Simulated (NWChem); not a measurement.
Ionisation of C4H7O

```xyz
12

C      1.8978     0.1799     0.4503
C      0.5881     0.0085    -0.1370
O      0.4666    -0.2050    -1.3443
C     -0.6272     0.0986     0.7852
C     -1.9533    -0.0934     0.0597
H      2.0364     0.3701     1.5181
H      2.7723     0.1113    -0.2012
H     -0.5004    -0.6503     1.5888
H     -0.5930     1.0776     1.2985
H     -2.8011     0.0266     0.7515
H     -2.0650     0.6375    -0.7551
H     -2.0145    -1.0936    -0.3948
```
Charge 0, spin multiplicity 2.

Program: NWChem. All single points use one geometry, from UB3LYP/def2-SVP, a minimum by its harmonic frequencies. It is one conformer; others weren't searched.

Basis set: def2-TZVP. −ε marks an orbital energy of the parent.

B3LYP has NWChem's definition, with VWN1-RPA local correlation. The structure started from a generated list of species. No SCF solution was tested for a lower state.

### Question
For the first vertical ionisation energy, G0W0@PBE gives 8.61 eV and G0W0@BHandHLYP gives 9.66 eV. What do −ε(beta HOMO) of PBE, −ε(beta HOMO) of B3LYP, G0W0@PBE0 give?

### Answer
−ε(beta HOMO) of PBE: 5.64 eV; −ε(beta HOMO) of B3LYP: 5.60 eV; G0W0@PBE0: 7.83 eV.
